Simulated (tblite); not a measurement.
C4H13FSi2.
Z-matrix (Å and degrees, GFN2-xTB geometry), rows numbered from 1:
```
C 
C   1  1.5263
Si  2  1.9090  1  114.47
C   3  1.9228  2  108.74  1   -33.46
F   4  1.3836  3  109.58  2  -178.71
C   3  1.9018  2  113.41  1    86.52
Si  6  1.9036  3  117.90  2   -48.42
H   1  1.0875  2  110.57  3    62.72
H   1  1.0873  2  110.93  3   -57.60
H   1  1.0889  2  110.64  3  -177.63
H   2  1.0908  1  108.55  3  -122.62
H   2  1.0905  1  108.93  3   122.26
H   3  1.4744  2  109.48  1  -149.84
H   4  1.0926  3  113.23  2   -60.60
H   4  1.0926  3  112.97  2    63.37
H   6  1.0903  3  108.48  2    74.77
H   6  1.0906  3  107.67  2  -170.97
H   7  1.4653  6  110.74  3   -55.36
H   7  1.4666  6  109.81  3    65.57
H   7  1.4658  6  109.07  3  -175.46
```

Method: GFN2-xTB as coded in tblite; computed harmonic values from a numerical Hessian at the method's own geometry, unscaled. Against measured fundamentals such values can be off by several per cent, at times by over 20. Modes of hydrogen on silicon can be 10 to 20 % off. One conformer, not necessarily the lowest.

Harmonic wavenumbers (cm⁻¹): 37.5, 65.3, 74.7, 116.6, 118.0, 138.7, 170.6, 203.3, 251.3, 272.6, 345.7, 490.3, 510.6, 590.0, 615.1, 638.5, 686.7, 698.7, 728.6, 751.0, 767.6, 792.8, 800.0, 803.9, 834.7, 984.0, 1017.1, 1025.4, 1032.0, 1077.6, 1141.3, 1209.1, 1245.0, 1278.2, 1297.1, 1416.5, 1446.0, 1448.1, 1487.8, 1509.6, 1512.5, 2174.5, 2234.1, 2242.0, 2249.6, 2953.0, 2958.7, 2973.9, 2976.5, 2982.1, 2992.3, 3016.4, 3033.8, 3038.0.

A = 1540, B = 1286, C = 897.3 MHz; mass 136.054 u (most abundant isotopes); point group C1, symmetry number 1.

Problem. What is the zero-point energy?

Solution. Half the sum of the wavenumbers: 33728 cm⁻¹ = 96.43 kcal/mol.

Problem. Give the ideal-gas entropy at 298.15 K and 1 bar in the rigid-rotor, harmonic-oscillator model (classical rotation).

Solution. Translation 40.66, rotation 29.58, vibration 37.31: S = 107.6 cal/(mol K).

Problem. And Cp and H(298.15 K) − H(0)?

Solution. Cp = 43.60 cal/(mol K), of which vibrations give 35.65 (their classical limit is 54 R = 107.3); H(298.15 K) − H(0) = 8.01 kcal/mol without the zero-point energy, 5.64 from vibrations.

Problem. Blend soft modes into free rotors: weight 1/[1 + (100 cm⁻¹/ν̃)⁴] for the oscillator and the rest for a rotor with moment μB/(μ + B), μ = h/(8π²ν), B = 10⁻⁴⁴ kg m². What vibrational entropy results?

Solution. 33.89 cal/(mol K) in place of 37.31, which changes −T·S at 298.15 K by +1.02 kcal/mol.

Problem. What must be added to the electronic energy to get the Gibbs energy at 298.15 K and 1 bar?

Solution. ZPE + [H(298.15 K) − H(0)] − T·S = 96.43 + 8.01 − 32.07 = 72.37 kcal/mol.

Problem. Which modes carry the vibrational entropy at 298.15 K?

Solution. 37.5 cm⁻¹: 5.39; 65.3 cm⁻¹: 4.29; 74.7 cm⁻¹: 4.03; 116.6 cm⁻¹: 3.16; 118.0 cm⁻¹: 3.13; 138.7 cm⁻¹: 2.82 cal/(mol K); the other 48 give 14.50 together.

Hindered rotation and anharmonicity are outside this model. Other conformers, if any are populated, would add a mixing term that is left out. The structure is chiral; the term R ln 2 for an equal mix with its mirror image is left out.

On Arm Neoverse V1, one thread, no GPU, shared host with 32 logical CPUs at a one-minute load of 24, this took 0.84 s of wall time. The figure is for the frequency step alone.
